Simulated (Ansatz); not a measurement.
Two structures of BH₂OF₃, closed shell, reached by relaxing down either side of one saddle point (PBE0-D4/def2-TZVP). Energies are electronic, without zero-point energy. Program: Ansatz 0.2.0. Basis: def2-TZVPP and def2-QZVPP. Cores are frozen in the correlated methods. Extrapolation: Hartree–Fock as exp(−7.88 √X), correlation as X^−2.97. First:

```
7
angstrom
B -0.9956 -0.5291 -0.0771
O 0.0308 0.3307 -0.2932
F -2.1064 -0.4619 -0.7873
F -0.8743 -1.4411 0.8566
H 1.6102 0.4780 0.4821
F 2.4645 0.6526 0.8112
H -0.1293 0.9708 -0.9923
```

Second:

| atom | x (Å) | y (Å) | z (Å) |
| --- | --- | --- | --- |
| B1 | -0.0859 | -0.7364 | 0.1189 |
| O2 | -0.0777 | 1.0366 | 0.1167 |
| F3 | -0.6358 | -0.9710 | -1.0938 |
| F4 | -0.8400 | -1.0255 | 1.1848 |
| H5 | 0.8388 | 1.3340 | 0.1673 |
| F6 | 1.2399 | -0.9771 | 0.2309 |
| H7 | -0.4395 | 1.3394 | -0.7249 |

**Question.** Which bonds change from the first to the second?

**Answer.** BHOF₂ ([OH][B]([F])[F]) + HF → BF₃ ([F][B]([F])[F]) + H₂O (still joined by a long B–O bond); bonds formed: B1–F6, O2–H5; bonds broken: H5–F6; bonds weakened to dative contacts: B1–O2.

**Question.** Give the saddle point's structure and its height above each. (To be estimated.)

**Answer.** Computed: 21.66 kcal/mol above the first and 26.94 kcal/mol above the second (CCSD(T) at an estimated basis limit (MP2 extrapolated from triple and quadruple zeta, plus CCSD(T) − MP2 in triple zeta)).
B1  (-0.297, -0.483, 0.089)
O2  (-0.205, 1.006, 0.121)
F3  (-0.608, -1.002, -1.100)
F4  (-0.792, -1.040, 1.184)
H5  (0.994, 0.584, 0.189)
F6  (1.350, -0.472, 0.238)
H7  (-0.442, 1.407, -0.722)
(Å)

No T1 diagnostic of these runs exceeds 0.012.

Steps of this kind, hydrogen fluoride cutting a network bond, underlie vapour etching and the fluorination step of atomic layer etching.

Labels in which every atom is bracketed show which atoms are joined, not bond orders.

For scale, one of the runs: CCSD(T)/def2-TZVPP, 183 basis functions, launched by `ansatz run in.yaml --threads 4 --pin off --events-out ev --progress --plain --max-ram 9574MiB`. Time: 82 s of wall clock on 4 CPU threads of an Arm Neoverse N1; the host was shared. Peak host memory: 2.1 GiB.
